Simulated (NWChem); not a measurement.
System: CH$_{6}$F$_{2}$Si$_{2}$; SMILES FC(F)[SiH2][SiH3]

Output (shortened):

```
             Northwest Computational Chemistry Package (NWChem) 7.3.0
             --------------------------------------------------------

 CS  symmetry detected

                             Geometry "geometry" -> ""
                             -------------------------

 Output coordinates in angstroms (scale by  1.889725989 to convert to a.u.)

  No.       Tag          Charge          X              Y              Z
 ---- ---------------- ---------- -------------- -------------- --------------
    1 F                    9.0000    -0.57110062     1.53597030    -1.11245192
    2 C                    6.0000     0.23757042     1.43951905     0.00000000
    3 F                    9.0000    -0.57110062     1.53597030     1.11245192
    4 Si                  14.0000     1.08981667    -0.28949742     0.00000000
    5 Si                  14.0000    -0.59524996    -1.92472479     0.00000000
    6 H                    1.0000     0.89864780     2.31545731     0.00000000
    7 H                    1.0000     1.95413247    -0.37424142     1.20970039
    8 H                    1.0000     1.95413247    -0.37424142    -1.20970039
    9 H                    1.0000    -1.44716835    -1.78526484    -1.21009105
   10 H                    1.0000     0.01787874    -3.28191342     0.00000000
   11 H                    1.0000    -1.44716835    -1.78526484     1.21009105

 Effective nuclear repulsion energy (a.u.)     294.7032305842

      Symmetry information
      --------------------

 Group name             Cs
 Group number              2
 Group order               2
 No. of unique centers     8

                                 NWChem DFT Module
                                 -----------------

 Summary of "ao basis" -> "ao basis" (spherical)
 ------------------------------------------------------------------------------
       Tag                 Description            Shells   Functions and Types
 ---------------- ------------------------------  ------  ---------------------
 F                           6-31g*                  6       14   3s2p1d
 C                           6-31g*                  6       14   3s2p1d
 Si                          6-31g*                  8       18   4s3p1d
 H                           6-31g*                  2        2   2s

      Symmetry analysis of basis
      --------------------------

        a'         58
        a"         32

            General Information
            -------------------
          SCF calculation type: DFT
          Wavefunction type:  closed shell.
          No. of atoms     :    11
          No. of electrons :    58
           Alpha electrons :    29
            Beta electrons :    29
          Charge           :     0
          Spin multiplicity:     1
          Use of symmetry is: on ; symmetry adaption is: on
          Maximum number of iterations: 150
          AO basis - number of functions:    90
                     number of shells:    46
          Convergence on energy requested:  1.00D-06
          Convergence on density requested:  1.00D-05
          Convergence on gradient requested:  5.00D-04

              XC Information
              --------------
                   Becke 97-D Method XC Functional
                  Becke 1997-D Exchange Functional  1.000
                Becke 1997-D Correlation Potential  1.000

             Grid Information
             ----------------
          Grid used for XC integration:  medium
          Radial quadrature: Mura-Knowles
          Angular quadrature: Lebedev.
          Tag              B.-S. Rad. Rad. Pts. Rad. Cut. Ang. Pts.
          ---              ---------- --------- --------- ---------
          F                   0.50       49          12.0       434
          C                   0.70       49          11.0       434
          Si                  1.10       88          11.0       590
          H                   0.35       45          13.0       434
          Grid pruning is: on
          Number of quadrature shells:   454
          Spatial weights used:  Erf1

      Superposition of Atomic Density Guess
      -------------------------------------

 Sum of atomic energies:        -817.02892847

      Non-variational initial energy
      ------------------------------

 Total energy =    -818.445608
 1-e energy   =   -1720.589923
 2-e energy   =     607.441084
 HOMO         =      -0.291496
 LUMO         =       0.065528

      Symmetry analysis of molecular orbitals - initial
      -------------------------------------------------

  Numbering of irreducible representations:

     1 a'          2 a"

  Orbital symmetries:

     1 a'          2 a'          3 a'          4 a"          5 a'
     6 a'          7 a'          8 a"          9 a'         10 a'
    11 a"         12 a'         13 a'         14 a'         15 a"
    16 a'         17 a'         18 a'         19 a"         20 a'
    21 a'         22 a"         23 a"         24 a'         25 a"
    26 a'         27 a"         28 a'         29 a'         30 a'
    31 a"         32 a'         33 a'         34 a"         35 a'
    36 a'         37 a'         38 a"         39 a'

     ---------------------------------------------
      Total Density - Mulliken Population Analysis
     ---------------------------------------------

    Atom       Charge   Shell Charges
 -----------   ------   -------------------------------------------------------
    1 F    9     9.50   2.00  0.95  3.41  1.01  2.13  0.01
    2 C    6     5.28   2.00  0.67  1.40  0.54  0.59  0.08
    3 F    9     9.50   2.00  0.95  3.41  1.01  2.13  0.01
    4 Si  14    13.75   2.00  2.00  5.97  1.02  1.78  0.32  0.57  0.10
    5 Si  14    13.89   2.00  2.00  5.97  1.00  1.81  0.36  0.66  0.09
    6 H    1     0.86   0.50  0.36
    7 H    1     1.05   0.47  0.58
    8 H    1     1.05   0.47  0.58
    9 H    1     1.04   0.47  0.57
   10 H    1     1.04   0.47  0.58
   11 H    1     1.04   0.47  0.57

   convergence    iter        energy       DeltaE   RMS-Dens  Diis-err
 ---------------- ----- ----------------- --------- --------- ---------
 d= 0,ls=0.0,diis     1   -820.0630153719 -1.11D+03  1.65D-02  9.24D-01
 d= 0,ls=0.0,diis     2   -819.9029034249  1.60D-01  9.23D-03  2.90D+00
 d= 0,ls=0.0,diis     3   -820.1730586782 -2.70D-01  1.63D-03  3.32D-02
 d= 0,ls=0.0,diis     4   -820.1754350427 -2.38D-03  7.41D-04  5.75D-03
 d= 0,ls=0.0,diis     5   -820.1759904723 -5.55D-04  2.35D-04  3.03D-04
  Resetting Diis
 d= 0,ls=0.0,diis     6   -820.1760385526 -4.81D-05  4.86D-05  1.07D-05
 d= 0,ls=0.0,diis     7   -820.1760407847 -2.23D-06  1.49D-05  3.42D-07
 d= 0,ls=0.0,diis     8   -820.1760407711  1.36D-08  7.78D-06  4.36D-07

         Total DFT energy =     -820.176040771096
      One electron energy =    -1723.855859306269
           Coulomb energy =      679.340903294331
    Exchange-Corr. energy =      -70.354424487964
 Nuclear repulsion energy =      294.703230584162

    Dispersion correction =       -0.009890855356

 Numeric. integr. density =       58.000020034381

                  Occupations of the irreducible representations
                  ----------------------------------------------

                     irrep           alpha         beta
                     --------     --------     --------
                     a'               20.0         20.0
                     a"                9.0          9.0

                       DFT Final Molecular Orbital Analysis
                       ------------------------------------

 Vector   27  Occ=2.000000D+00  E=-3.060405D-01  Symmetry=a"
              MO Center=  1.1D-01, -1.0D+00, -3.5D-14, r^2= 5.0D+00
   Bfn.  Coefficient  Atom+Function         Bfn.  Coefficient  Atom+Function
  ----- ------------  ---------------      ----- ------------  ---------------
    69      0.289751   5 Si pz               51     -0.260788   4 Si pz
    82     -0.207322   7 H  s                84      0.207322   8 H  s
    86     -0.202830   9 H  s                90      0.202830  11 H  s
    85     -0.183772   9 H  s                89      0.183772  11 H  s
    81     -0.172320   7 H  s                83      0.172320   8 H  s

 Vector   28  Occ=2.000000D+00  E=-2.740576D-01  Symmetry=a'
              MO Center=  3.2D-01, -7.9D-01,  1.7D-14, r^2= 3.7D+00
   Bfn.  Coefficient  Atom+Function         Bfn.  Coefficient  Atom+Function
  ----- ------------  ---------------      ----- ------------  ---------------
    49      0.384263   4 Si px               67     -0.280384   5 Si px
    68     -0.243595   5 Si py               48     -0.174415   4 Si s
    45     -0.150671   4 Si px               82      0.148162   7 H  s
    84      0.148162   8 H  s                 4     -0.143449   1 F  py
    32     -0.143449   3 F  py               50      0.127614   4 Si py

 Vector   29  Occ=2.000000D+00  E=-2.496954D-01  Symmetry=a'
              MO Center=  1.5D-01,  7.7D-01,  6.7D-15, r^2= 3.4D+00
   Bfn.  Coefficient  Atom+Function         Bfn.  Coefficient  Atom+Function
  ----- ------------  ---------------      ----- ------------  ---------------
    50     -0.354182   4 Si py               18      0.339498   2 C  py
     4     -0.306512   1 F  py               32     -0.306512   3 F  py
    80      0.225447   6 H  s                 8     -0.218324   1 F  py
    36     -0.218324   3 F  py               79      0.172062   6 H  s
    20     -0.160855   2 C  s                46      0.133687   4 Si py

[...]
```

Level: B97-D/6-31G* (spherical d). All runs use the structure optimised with B3LYP/6-31G* (spherical d).

Q: Reconstruct the input file.

A: One answer among several that fit: the input that was run:
```
start job
memory heap 200 mb stack 900 mb global 1100 mb
geometry units angstroms noautoz
  F     -0.331454     1.391318    -1.418590
  C      0.256466     1.427297    -0.172051
  F     -0.742704     1.640171     0.753769
  Si     1.073631    -0.283006     0.178558
  Si    -0.601448    -1.923353     0.048980
  H      0.916409     2.303747    -0.147517
  H      1.698217    -0.224086     1.529120
  H      2.145735    -0.494513    -0.833103
  H     -1.212881    -1.928072    -1.305886
  H     -0.014955    -3.266324     0.314202
  H     -1.660985    -1.657120     1.056966
end
basis spherical
  * library 6-31g*
end
dft
  xc becke97-d
  disp vdw 2
  iterations 150
  mulliken
end
task dft energy
```
